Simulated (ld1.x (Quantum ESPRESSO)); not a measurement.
Au (Z = 79): excitation energies, all-electron against TM semilocal

Au, norm-conserving Troullier–Martins (semilocal form), made with ld1.x (Quantum ESPRESSO) 7.5 (LDA (PZ), scalar-relativistic). Core [Xe] 4f14, reference 5d10 6s0 6p0 (charge +1). Waves: 6s (bound, empty): rc 1.95 bohr; 6p (bound, empty): rc 2.15 bohr; 5d (bound): rc 1.80 bohr. Local part: the d channel. Core correction: a·sin(br)/r model core, default radius (core density twice the valence density).

Energies are relative to the spin-unpolarised reference configuration 5d10 6s0 6p0; without spin polarisation the order of configurations can differ from experiment. Spin-polarised rows fill each open shell by Hund’s rule, majority spin first.

```csv
valence configuration,charge,ΔE all-electron (eV),error AE − PS (meV)
5d10 6s1 6p0,0,-9.774,-5.8
5d9 6s0 6p0,+2,21.501,-33
5d8 6s0 6p0,+3,55.668,-188
5d9 6s2 6p0,0,-8.173,-77
5d10 6s0.5 6p0,+0.5,-5.827,-0.6
5d9 6s1 6p0,+1,2.600,-45
5d9 6s1 6p1,0,-2.257,-62
5d10 6s1 6p0 (spin-polarised),0,-9.908,-5.5
```

What are ΔE and the potential's error for 5d9 6s0 6p0 (spin-polarised)?

ΔE = 21.360 eV all-electron; the error (AE − PS) is -30 meV.

Levels in the configuration 5d9 6s0 6p0:

```
level  all-electron (eV)  pseudo (eV)
   5d            -27.627      -27.700
```
